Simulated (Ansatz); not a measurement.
Mulliken charges of C₂H₃BO, SMILES `BC=C=O` from PBE/def2-TZVPP in Ansatz (PBE0-D4/def2-TZVP geometry).

```csv
atom,x (Å),y (Å),z (Å),charge (e)
B1,-0.655,0.819,-0.199,-0.094
C2,0.513,-0.122,-0.333,-0.182
C3,0.559,-1.119,0.538,0.182
O4,0.561,-1.966,1.310,-0.052
H5,-0.757,1.740,-0.953,0.011
H6,-1.469,0.640,0.658,0.014
H7,1.308,-0.060,-1.067,0.121
```

Problem. By hand: the dipole of these point charges (1 e Å = 4.8032 D).

Solution. Σ q r = (0.170, -0.135, -0.021) e Å, of length 0.218 e Å = 1.05 D.

Problem. How does the dipole of the full density compare? (Best estimate.)

Solution. The calculation gave: (0.232, -0.093, -0.112) e Å, 1.32 D; the point charges give 0.80 times that, at 25° from its direction.

Point charges leave out the atoms' own dipoles, such as those of lone pairs, and Mulliken's split depends on the basis, so the two needn't agree.
